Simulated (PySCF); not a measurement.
SMILES [CH3][Ge]([CH3])([CH3])/[CH]=[CH]/[Ge]([Cl])([Cl])[Cl], singlet (GFN2-xTB optimised geometry):

```
21

Ge     1.236    -2.993     0.000
Cl     3.380    -2.993     0.000
Cl     0.627    -4.120    -1.719
Cl     0.611    -4.076     1.734
C      0.476    -1.147     0.000
C     -0.168    -0.628     1.027
Ge    -0.928     1.199     1.058
C      0.085     2.240     2.414
C     -0.748     2.008    -0.744
C     -2.835     1.031     1.587
H      0.634    -0.596    -0.915
H     -0.300    -1.227     1.921
H      0.010     1.773     3.392
H      1.135     2.299     2.143
H     -0.307     3.250     2.487
H     -1.240     1.396    -1.494
H      0.297     2.119    -1.019
H     -1.206     2.993    -0.759
H     -3.304     2.009     1.637
H     -2.923     0.562     2.563
H     -3.380     0.427     0.868
```

Level of theory: PySCF with CAM-B3LYP/def2-SVP.

Task: What are the frontier orbital energies and the dipole moment?

Result: HOMO-2 -9.93 eV, HOMO-1 -9.44 eV, HOMO -9.31 eV, LUMO 0.19 eV, LUMO+1 0.31 eV; dipole moment 3.87 D.

Meta-Löwdin charges at CAM-B3LYP/def2-SVP: Ge1 0.84, Cl2 -0.26, Cl3 -0.26, Cl4 -0.26, C5 -0.28, C6 -0.26, Ge7 0.78, C8 -0.50, C9 -0.51, C10 -0.50, H11 0.11, H12 0.11, H13 0.11, H14 0.11, H15 0.11, H16 0.11, H17 0.11, H18 0.11, H19 0.11, H20 0.11, H21 0.11.
